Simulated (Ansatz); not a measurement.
Potential energy curve for SiH, doublet.

UCCSD(T) = CCSD(T) on UHF/aug-cc-pVTZ, frozen core run with Ansatz (a program for electronic structure); FCI = full CI/aug-cc-pVTZ, frozen core in Ansatz.

Energies relative to the lowest point of each curve between 1.25 and 1.91 Å, where full CI is lowest, in eV:

```tsv
R / Å	UCCSD(T)
1.01	4.849
1.18	1.593
1.25	0.900
1.70	0.168
1.80	0.367
1.91	0.627
2.26	1.519
2.53	2.128
3.11	2.892
3.52	3.044
4.11	3.098
4.84	3.112
```

Task: Estimate the FCI values at these points.

Result: 1.01: 4.847; 1.18: 1.593; 1.25: 0.900; 1.70: 0.166; 1.80: 0.363; 1.91: 0.621; 2.26: 1.492; 2.53: 2.064; 3.11: 2.807; 3.52: 3.005; 4.11: 3.094; 4.84: 3.117 (eV).

The unrestricted determinant behind UCCSD(T) is spin-contaminated at 1.01 to 1.36, 2.26 to 4.84 Å (<S²> up to 1.8, against 0.75 for a pure doublet).
